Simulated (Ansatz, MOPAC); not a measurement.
Molecule: trifluoro(iodo)germane, GeIF3, net charge 0, singlet state. SMILES: [F][Ge]([I])([F])[F]

Atoms: F1, Ge2, F3, F4, I5. Bonds: F1-Ge2, Ge2-F3, Ge2-F4, Ge2-I5.

Bond lengths (Å) and angles (degrees) optimised at PM3 with MOPAC; PM7 with MOPAC; HF/3-21G with Ansatz (an electronic-structure program); PBE/6-31G* with LANL2DZ past Ar with Ansatz; B3LYP/LANL2DZ with Ansatz; MP2/6-31G* with LANL2DZ past Ar with Ansatz, each started from the B3LYP-D3(BJ)/def2-TZVP structure (Ansatz) of the last column. A row stands for all coordinates that are equal there. 6-31G* holds six Cartesian d functions. No wavenumbers were computed at PBE/6-31G* with LANL2DZ past Ar, B3LYP/LANL2DZ, MP2/6-31G* with LANL2DZ past Ar, so these may be saddle points.

```json
[
 {"coordinate": "F1-Ge2", "PM3": "1.705", "PM7": "1.411", "HF/3-21G": "1.671", "PBE/6-31G* with LANL2DZ past Ar": "1.702", "B3LYP/LANL2DZ": "1.744", "MP2/6-31G* with LANL2DZ past Ar": "1.679", "B3LYP-D3(BJ)/def2-TZVP": "1.716"},
 {"coordinate": "Ge2-I5", "PM3": "2.517", "PM7": "2.301", "HF/3-21G": "2.522", "PBE/6-31G* with LANL2DZ past Ar": "2.550", "B3LYP/LANL2DZ": "2.540", "MP2/6-31G* with LANL2DZ past Ar": "2.527", "B3LYP-D3(BJ)/def2-TZVP": "2.464"},
 {"coordinate": "F1-Ge2-F3", "PM3": "106.2", "PM7": "107.9", "HF/3-21G": "106.6", "PBE/6-31G* with LANL2DZ past Ar": "108.3", "B3LYP/LANL2DZ": "106.7", "MP2/6-31G* with LANL2DZ past Ar": "108.2", "B3LYP-D3(BJ)/def2-TZVP": "106.4"},
 {"coordinate": "F1-Ge2-I5", "PM3": "112.6", "PM7": "111.0", "HF/3-21G": "112.2", "PBE/6-31G* with LANL2DZ past Ar": "110.7", "B3LYP/LANL2DZ": "112.1", "MP2/6-31G* with LANL2DZ past Ar": "110.7", "B3LYP-D3(BJ)/def2-TZVP": "112.4"}
]
```

Mean signed difference of all 4 bond lengths from B3LYP-D3(BJ)/def2-TZVP: PM3 0.004 Å, PM7 -0.270 Å, HF/3-21G -0.020 Å, PBE/6-31G* with LANL2DZ past Ar 0.010 Å, B3LYP/LANL2DZ 0.040 Å, MP2/6-31G* with LANL2DZ past Ar -0.012 Å.
